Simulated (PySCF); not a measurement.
**A small calculation by hand: entropy of an ideal gas**

boroxine cation (B₃H₃O₃), SMILES B1OBOBO1 (connectivity only; charge and spin as stated), charge +1, multiplicity 2.

The structure is a stationary point at PBE-D3(BJ)/def2-SVP. The multiplicity is an assumed one; no other spin state was optimised.

PBE-D3(BJ)/def2-SVP (PySCF) gives the harmonic wavenumbers 114, 202, 254, 325, 491, 647, 728, 780, 813, 820, 855, 914, 930, 949, 1014, 1128, 1251, 1345, 2277, 2379, 2758 cm⁻¹ and the rotational temperatures 0.3041, 0.2623, 0.1408 K. The molar mass is 83.45 g/mol, the symmetry number 2, the spin multiplicity 2.

### Question
Work out the entropy at 298.15 K and 1 atm in the rigid-rotor, harmonic-oscillator model.

### Answer

Translation (Sackur–Tetrode at 1 atm): S = R[1.5 ln M + 2.5 ln T − 1.16487] = 163.9 J/(mol K).
Rotation: q = (√π/σ) T^1.5/√(θA θB θC) = 43100, S = R[ln q + 3/2] = 101.2 J/(mol K).
Vibration: with u = 1.4388 ν/T, each mode gives R[u/(e^u − 1) − ln(1 − e^−u)]:
```
ν (cm⁻¹)  modes     u  S (J/(mol K))
--------  -----  ----  -------------
114           1  0.55          13.39
202           1  0.97           8.85
254           1  1.23           7.12
325           1  1.57           5.38
491           1  2.37           2.85
647           1  3.12           1.57
728           1  3.51           1.15
780           1  3.76           0.94
813           1  3.92           0.82
820           1  3.96           0.80
855           1  4.13           0.70
914           1  4.41           0.55
930           1  4.49           0.52
949           1  4.58           0.48
1014          1  4.89           0.37
1128          1  5.44           0.23
1251          1  6.04           0.14
1345          1  6.49           0.09
```
The stiffer modes add less than 0.005 each. Sum 46.0 J/(mol K).
Spin: R ln 2 = 5.8 J/(mol K).
Total 316.8 J/(mol K); the program's own thermochemistry gives 316.8. Translation makes up 52 % and vibration 15 %. Anharmonicity, hindered rotation and orbital degeneracy are left out.
